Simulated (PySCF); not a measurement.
Electron correlation in Pb⁺ (lead, charge +1)

[Xe] 4f14 5d10 6s2 6p1, 2P determinant. Calculation: PySCF 2.14, in def2-SVP with the def2 core potential (60 electrons) (4s4p2d, 26 functions); a scalar-relativistic core potential. Frozen: 5s2 5p6 5d10; 3 electrons correlated.

MP2 pair energies summed by pair of shells (mhartree):

```tsv
pair	energy	share (%)
6s-6s	-12.70	59.0
6s-6p	-8.81	41.0
```

Total MP2 correlation energy: -21.50 mhartree.

Same-spin part -1.75 and opposite-spin part -19.76 mhartree; SCS-MP2 scales them by 1/3 and 6/5 to -24.29 mhartree.

| level | correlation energy (mhartree) |
| --- | --- |
| CCSD | -31.08 |
| (T) | -0.20 |
| CCSD(T) | -31.28 |

Diagnostics: T1 = 0.0068, D1 = 0.0152, largest double amplitude 0.074.

Task: Is a single reference adequate?

Result: Mostly. T1 lies below 0.03, but a double amplitude of this size points to a near-degeneracy that CCSD handles and MP2 describes poorly.
